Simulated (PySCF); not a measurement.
Si(H)(NCO)(OH)2 (CH3NO3Si), SMILES O=C=N[SiH](O)O.

Coordinates come from a B3LYP-D3(BJ)/def2-SVP optimisation. This is a generated structure with no PubChem entry under its InChIKey; it may be hypothetical. One conformer was computed; it need not be the lowest.

Level of theory: B3LYP-D3(BJ)/def2-SVP (PySCF).

Frequencies are harmonic and unscaled.

Computed vibrational spectrum:
| mode | ν (cm⁻¹) | IR (km/mol) | Raman (Å⁴/amu) | depolarisation | moving atoms (share of kinetic energy) |
|---|---|---|---|---|---|
| 1 | 53 | 0.4 | 2.7 | 0.75 | O 63 %, N 33 % |
| 2 | 58 | 1.5 | 2.6 | 0.75 | N 53 %, O 38 % |
| 3 | 152 | 102.4 | 1.0 | 0.70 | H 73 %, O 23 % |
| 4 | 202 | 44.1 | 2.1 | 0.74 | H 80 %, O 9 % |
| 5 | 290 | 29.3 | 0.6 | 0.75 | O 39 %, N 32 %, H 14 %, Si 9 % |
| 6 | 337 | 97.1 | 1.3 | 0.40 | O 53 %, H 27 %, N 11 % |
| 7 | 374 | 47.3 | 2.3 | 0.67 | O 37 %, Si 31 %, H 23 % |
| 8 | 583 | 89.7 | 4.5 | 0.15 | Si 42 %, O 27 %, C 20 % |
| 9 | 620 | 47.7 | 0.5 | 0.44 | C 69 %, O 15 %, N 14 % |
| 10 | 624 | 46.8 | 0.9 | 0.26 | C 64 %, N 16 %, O 16 % |
| 11 | 769 | 132.2 | 1.1 | 0.69 | H 78 %, O 19 % |
| 12 | 786 | 134.7 | 1.4 | 0.14 | H 66 %, O 31 % |
| 13 | 847 | 78.3 | 12.0 | 0.63 | H 77 %, O 19 % |
| 14 | 886 | 360.0 | 10.7 | 0.36 | H 61 %, Si 20 %, O 19 % |
| 15 | 911 | 115.9 | 5.9 | 0.53 | H 55 %, O 27 %, Si 18 % |
| 16 | 983 | 234.7 | 2.2 | 0.54 | Si 48 %, O 36 %, H 16 % |
| 17 | 1518 | 41.8 | 29.6 | 0.23 | N 56 %, O 40 % |
| 18 | 2325 | 140.6 | 123.1 | 0.17 | H 96 % |
| 19 | 2446 | 1388.9 | 1.1 | 0.26 | C 69 %, N 18 %, O 12 % |
| 20 | 3871 | 102.0 | 94.6 | 0.29 | H 94 % |
| 21 | 3883 | 94.6 | 76.1 | 0.24 | H 94 % |
